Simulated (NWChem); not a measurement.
Species: SiH₃S₂F; SMILES F[SiH](S)S

```xyz
7

Si    -0.4422    -0.4417    -0.0106
F     -1.8656     0.3275     0.1325
S      0.6946     0.2140    -1.6781
S      0.7512     0.0558     1.6757
H     -0.7903    -1.8775    -0.1488
H      0.1311    -0.6772    -2.5243
H     -0.3060     0.0773     2.5189
```
Atoms are numbered in this order, from 1.

Computed with NWChem. Pople sets run with spherical d functions. The geometry was optimised at PBE0/def2-SVP. GIAO values for the isolated, static molecule; σ is the absolute isotropic shielding, δ = σ(reference) − σ with the isolated reference molecule computed at the same levels (19F: trichlorofluoromethane, 1H: tetramethylsilane, 29Si: tetramethylsilane).

For level LDA (Slater exchange, VWN5)/pcSseg-1:

```yaml
"δ Si1 (ppm)": 33.9
"δ F2 (ppm)": -128.1
"σ S3 (ppm)": 617.0
"σ S4 (ppm)": 649.9
"δ H5 (ppm)": 6.63
"δ H6 (ppm)": 1.69
"δ H7 (ppm)": 1.42
```

Problem. Estimate the same quantities for level Hartree-Fock/6-31G*.

Solution. δ Si1 (ppm): 26.6
δ F2 (ppm): -83.6
σ S3 (ppm): 721.6
σ S4 (ppm): 748.4
δ H5 (ppm): 5.64
δ H6 (ppm): 0.90
δ H7 (ppm): 0.72
